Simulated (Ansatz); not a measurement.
Two isomers of C3H6FNSi: A = `NC1(F)C=C[SiH2]1`, B = `N=CC1(F)C[SiH2]1`.

Computed with Ansatz on PBE0-D4/def2-TZVP structures; ΔE is electronic, products minus reactants. CBS: MP2 limit from def2 TZ/QZ plus the TZ coupled-cluster correction, frozen cores. Functionals use def2-TZVPP. B3LYP here is the variant with VWN-RPA as its local correlation; programs differ in this. One conformer a species, not always the lowest.

(1) Which is lower in electronic energy at CCSD(T)/CBS, and by how much? (Estimate.)

(2) Give E(B) − E(A) in kcal/mol with HF/def2-TZVPP, MP2/def2-TZVPP, CCSD/def2-TZVPP, B3LYP-D4, B2PLYP, ωB97M-V, r2SCAN-D4. (Best estimate.)

Largest T1 diagnostic: 0.013.

Answers

(1) Computed: A, by 16.7 kcal/mol.

(2) The calculation gave: HF/def2-TZVPP 18.3, MP2/def2-TZVPP 16.3, CCSD/def2-TZVPP 16.0, B3LYP-D4 14.5, B2PLYP 14.9, ωB97M-V 16.0, r2SCAN-D4 12.9. None reverses the order clearly.

From PBE to PBE0 (25 % exact exchange), in def2-TZVPP and without D4, E(B) − E(A) moves by +2.1 kcal/mol. In def2-TZVPP, CCSD(T) changes the Hartree–Fock value by −2.8 kcal/mol (the triples alone add −0.5 kcal/mol) and MP2 by −2.0 kcal/mol.
